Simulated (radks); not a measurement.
The numbers below are computed, except where a source is named.
Isoelectronic series with 47 electrons, each ion in its NIST ground configuration. Level of theory: scalar-relativistic Kohn-Sham, PBE, spin-unpolarised, spherical densities, finite nucleus; Fermi nuclear charge, rms radius of each element as measured or else 0.836 A^(1/3) + 0.57 fm (a radial shooting solver on a logarithmic mesh with Libxc functionals). Total energies (hartree) and orbital eigenvalues (eV) (* marks an orbital that is empty in some or all of the ions):

ion	configuration	E (hartree)	5s*	4d
Ag	[Kr] 4d10 5s1	-5315.92520	-4.4047	-7.4437
Cd+	[Kr] 4d10 5s1	-5594.18681	-13.0578	-20.5106
In2+	[Kr] 4d10 5s1	-5880.59013	-23.6710	-36.5301
Sn3+	[Kr] 4d10 5s1	-6175.13758	-35.9605	-55.0639
Sb4+	[Kr] 4d10 5s1	-6477.85121	-49.7832	-75.8827
Te5+	[Kr] 4d10 5s1	-6788.75582	-65.0539	-98.8474
I6+	[Kr] 4d10 5s1	-7107.89199	-81.7178	-123.8660
Xe7+	[Kr] 4d10 5s1	-7435.29083	-99.7370	-150.8744
Cs8+	[Kr] 4d10 5s1	-7770.9979	-119.0850	-179.8256
Ba9+	[Kr] 4d10 5s1	-8115.0543	-139.7429	-210.6843
La10+	[Kr] 4d10 5s1	-8467.5108	-161.6970	-243.4232
Ce11+	[Kr] 4d10 5s1	-8828.4147	-184.9373	-278.0207
Pr12+	[Kr] 4d10 5s1	-9197.8202	-209.4572	-314.4597
Nd13+	[Kr] 4d10 5s1	-9575.7797	-235.2521	-352.7262
Pm14+	[Kr] 4d10 5s1	-9962.3451	-262.3194	-392.8088
Sm15+	[Kr] 4d10 4f1	-10357.7866	-286.6813	-425.6170
Eu16+	[Kr] 4d10 4f1	-10762.0472	-316.0602	-468.7822
Gd17+	[Kr] 4d10 4f1	-11175.1204	-346.7192	-513.7570
